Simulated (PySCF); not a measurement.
**Bond length, frequency and bond energy of CaHg by level of theory**

State: ¹Σ⁺ (singlet), closed shell. Set-up: basis Ca def2-SVP, Hg def2-SVP with ECP60; scalar-relativistic core potentials; PySCF 2.14. De refers to Ca + Hg in their ground configurations, without counterpoise correction. A positive dipole means Ca(−)Hg(+).

```csv
Level,Re (Å),ωe (cm⁻¹),De (eV),μ (D),"CPU s a point (SCF and correlation, without the integrals)"
RHF-MP2,3.999,38.6,0.083,n/a,0.16
RHF-SCS-MP2,4.243,29.6,0.050,n/a,n/a
RHF-CCSD,4.343,26.7,0.039,n/a,n/a
RHF-CCSD(T),4.184,32.1,0.056,n/a,6
PBE,3.738,50.5,0.104,-0.08,0.7
BLYP,3.948,32.6,0.014,-0.18,0.46
r²SCAN,3.715,48.4,0.091,0.04,0.93
PBE0,3.884,42.3,0.074,-0.02,1.5
M06-2X,4.171,37.0,0.069,-0.05,0.98
B2PLYP,4.106,29.8,0.032,0.06,0.7
```

Task: Which functional lies closest to RHF-CCSD(T) in De, which farthest, and by how much do they differ from it?

Result: Closest is M06-2X (-1.3 pm in Re, +15.3 % in ωe, +0.01 eV in De against RHF-CCSD(T) in the same basis), farthest PBE (-44.6 pm in Re, +57.3 % in ωe, +0.05 eV in De). CCSD(T) converges more slowly with the basis than the functionals do and binds too weakly in this one, so the order can change at the basis-set limit.

Task: What does a quarter of exact exchange do here, going from PBE to PBE0?

Result: PBE0 less PBE: +14.6 pm in Re, -16.2 % in ωe, -0.03 eV in De. Exact exchange removes part of the self-interaction that spreads semilocal densities, and in most molecules shortens and stiffens the bond and lowers De; here Re and ωe go the other way.

Task: What does the triples do here, going from RHF-CCSD to RHF-CCSD(T)?

Result: RHF-CCSD(T) less RHF-CCSD: -15.9 pm in Re, +20.2 % in ωe, +0.02 eV in De. Correlation nearly always deepens the well. The bond shortens, as in weak, metallic or heavy-atom bonds, where dispersion and the correlation of outer-core electrons pull the atoms together.

Correlated steps freeze 5 core orbitals. Closed-shell solutions of metal pairs were not tested for spin polarisation, which can lower them a little. The bond is weak. Basis-set superposition, not corrected here, can be much of De in a small basis, most of all at correlated wavefunction levels. Functionals without a dispersion term scatter widely for such bonds, and LDA overbinds them. Spin–orbit coupling is left out. B2PLYP dipoles, levels and charges come from its SCF part alone.

The whole job (state search and all levels along the bond) took about 3 min on 1 thread of Arm Neoverse V1 (shared host), peak memory 0.78 GiB.
